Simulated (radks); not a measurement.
Ionisation of the lithium ion Li+, [He], to 1s1 as the strength of local exchange is varied. Calculated with a radial shooting solver on a logarithmic mesh with Libxc functionals: non-relativistic Kohn-Sham, Slater X-alpha exchange (alpha = 2/3 is LDA exchange), no correlation, spin-polarised, spherical densities, point nucleus.

alpha  E(Li+) (hartree)  exchange (hartree)  IE (eV)  -e of the level emptied (eV)  <r> of it (bohr)
0.603          -6.87660            -1.24384   70.301                   55.756 (1s)            0.5949
0.667          -7.00935            -1.39116   71.861                   57.735 (1s)            0.5877
0.676          -7.02814            -1.41211   72.082                   58.015 (1s)            0.5867
0.756          -7.19640            -1.60090   74.063                   60.541 (1s)            0.5780
1.037          -7.80558            -2.30029   81.271                   69.830 (1s)            0.5494

NIST Atomic Spectra Database: 75.640 eV (theoretical). The Delta-SCF value meets it near alpha = 0.82.
